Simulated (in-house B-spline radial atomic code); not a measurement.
Results of a calculation; reference values are marked as such.
Ghost states of the separable form: Cr

Cr, [Ar] 3d5 4s1, non-relativistic LDA (VWN5), spherical and spin-unpolarised, from a B-spline radial code for spherical atoms (atomic units; all potentials screened as in the neutral atom).

Troullier-Martins channels: 4s (ε = -0.1504, r_c = 3.14 bohr), 3d (ε = -0.1181, r_c = 2.92 bohr). In the Kleinman-Bylander form one channel serves as the local potential, and each other channel l becomes |δV u><u δV|/<u|δV|u>, with δV = V_l − V_local and u the pseudo-orbital. Its strength is E_KB = <u|δV²|u>/<u|δV|u>. By the analysis of Gonze, Stumpf and Scheffler a spurious state lies below the reference level ε if E_KB > 0 and ε is above the second level of the local potential alone, or if E_KB < 0 and ε is above its first. The table's levels are those of angular momentum l in a sphere of 9 bohr, whose wall can lift a shallow ε a little above its free-atom value.

```
local  channel  <u δV u>  <u δV² u>        ε  first local level  second local level
    d        s   0.14463    0.83412  -0.1491            -4.0662             -0.3231
    s        d   -2.6016     12.289  -0.1180             0.0947              0.3449
```

**Question.** Apply the rule to each row.

**Answer.** Local d, channel s: E_KB = +5.77, so ε = -0.1491 is set against -0.3231: a ghost. Local s, channel d: E_KB = -4.72, so ε = -0.1180 is set against 0.0947: no ghost.

Diagonalising the separable Hamiltonian gives:

```
local  channel       three lowest levels  all-electron, two lowest valence levels
    d        s  -1.0111, -0.1491, 0.1123                          -0.1491, 0.1110
    s        d   -0.1180, 0.1187, 0.4071                          -0.1180, 0.1163
```

**Question.** Which choices of local channel are safe?

**Answer.** Free of ghosts: s. With d local the s channel has a ghost 0.86 hartree below ε, since the local potential binds more than one state below ε, and a repulsive term of rank one raises each level at most to the next, so it clears only one of them. Among the safe choices the second level, which tests transfer, is off by at most 2.4 millihartree (s local).
